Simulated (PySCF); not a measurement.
Match the calculated data to a structure.

All candidates are C8H16OP (charge +1).

- 1H NMR: chemical shifts (computed TMS as zero) by class: 7.27 (1 H), 7.05 (1 H), 4.25 (2 H), 3.82 (2 H), 2.44 (2 H), 2.23 (3 H), 1.96 (2 H), 1.81 (3 H) ppm [GIAO PBE0/pcSseg-1]
- 13C NMR: chemical shifts (computed TMS as zero) by class: 155.5 (1 C), 132.4 (1 C), 60.4 (2 C), 23.1 (2 C), 21.3 (1 C), 8.6 (1 C) ppm [GIAO PBE0/pcSseg-1]
- NMR, other nuclei: isotropic shieldings of nuclei other than C and H, by class: 299 (1 O), 320 (1 P) ppm [GIAO PBE0/pcSseg-1]
- Rotational structure: rotational constants A, B, C: 1.605, 0.989, 0.860 GHz [PBE0-D3(BJ)/def2-SVP]

Gas-phase values; electronic properties from PySCF, density fitting. Levels stand in brackets. The structure is a single PBE0-D3(BJ)/def2-SVP conformer in the gas phase; no vibrational or solvent corrections. NMR classes are plain means over equivalent atoms (diastereotopic ones count apart unless rotation or inversion swaps them), as if these changed places fast.

Question: Which candidate is it?
A. `C=C(C)[P+]1(C)CCOCC1`
B. `C/C=C\[P@@H+](CC)CC(C)=O`
C. `CC[P+]1(C)CCC(=O)CC1`

Answer: A. It is `C=C(C)[P+]1(C)CCOCC1`. Numbering: `[CH2:1]=[C:2]([CH3:3])[P+:4]1([CH3:5])[CH2:6][CH2:7][O:8][CH2:9][CH2:10]1`. 8 carbons fall into 6 classes; from least to most shielded: terminal =CH2 carbon [C1] (155.5 ppm), fully substituted alkene carbon [C2] (132.4 ppm), ring sp3 carbon bound to oxygen [C7/C9] (60.4 ppm, 2 C, up to 2.1 ppm apart in this geometry), ring sp3 carbon bound to phosphorus [C6/C10] (23.1 ppm, 2 C, up to 7.8 ppm apart in this geometry), allylic carbon [C3] (21.3 ppm), chain sp3 carbon bound to phosphorus [C5] (8.6 ppm). Hydrogen classes from least to most shielded: 1 H on a terminal =CH2 carbon, C1 (7.27 ppm), 1 H on a terminal =CH2 carbon, C1 (7.05 ppm), 2 H on 2 like atoms (sp3 carbon bound to oxygen), C7/C9 (4.25 ppm), 2 H on 2 like atoms (sp3 carbon bound to oxygen), C7/C9 (3.82 ppm, a mean of values up to 0.8 ppm apart in this geometry), 2 H on 2 like atoms (sp3 carbon bound to phosphorus), C6/C10 (2.44 ppm, a mean of values up to 0.7 ppm apart in this geometry), 3 H on an allylic carbon, C3 (2.23 ppm, a mean of values up to 0.7 ppm apart in this geometry), 2 H on 2 like atoms (sp3 carbon bound to phosphorus), C6/C10 (1.96 ppm), 3 H on an sp3 carbon bound to phosphorus, C5 (1.81 ppm, a mean of values up to 0.5 ppm apart in this geometry). The other shieldings belong to: 299 ppm, cyclic ether oxygen [O8]; 320 ppm, phosphonium phosphorus [P4]. The optimised geometry has point group C1 and is an asymmetric top.

The others, at the same levels:
- `CC[P+]1(C)CCC(=O)CC1` fails: its computed 13C shifts are 202.4 (1 C), 33.9 (2 C), 19.7 (1 C), 16.7 (2 C), 8.4 (1 C), 5.5 (1 C) ppm, 1H shifts are 2.85 (2 H), 2.68 (2 H), 2.56 (2 H), 1.98 (2 H), 1.93 (2 H), 1.71 (3 H), 1.46 (3 H) ppm and rotational constant A is 1.935 GHz (against 1.605 GHz).
- `C/C=C\[P@@H+](CC)CC(C)=O` fails: it has 8 carbon classes against 6; its computed 13C shifts are 207.2 (1 C), 179.4 (1 C), 102.8 (1 C), 37.7 (1 C), 31.8 (1 C), 23.2 (1 C), 16.2 (1 C), 8.4 (1 C) ppm, 1H shifts are 7.68 (1 H), 6.43 (1 H), 5.21 (1 H), 3.40 (1 H), 2.94 (1 H), 2.67 (3 H), 2.64 (3 H), 2.07 (1 H), 1.99 (1 H), 1.44 (3 H) ppm and rotational constant A is 1.082 GHz (against 1.605 GHz).

Each candidate is one conformer, not necessarily the lowest. Dipoles, sizes and rotational constants follow the conformer. The torsions of the flexible species, by atom-mapped SMILES:
- `[CH3:1]/[CH:2]=[CH:3]\[P@@H+:4]([CH2:5][CH3:6])[CH2:7][C:8]([CH3:9])=[O:10]`: C2–C3–P4–C5 133°, C3–P4–C5–C6 -178°, C3–P4–C7–C8 70°, P4–C7–C8–C9 -177°

The conformers of `C=C(C)[P+]1(C)CCOCC1` and `CC[P+]1(C)CCC(=O)CC1` aren't listed.
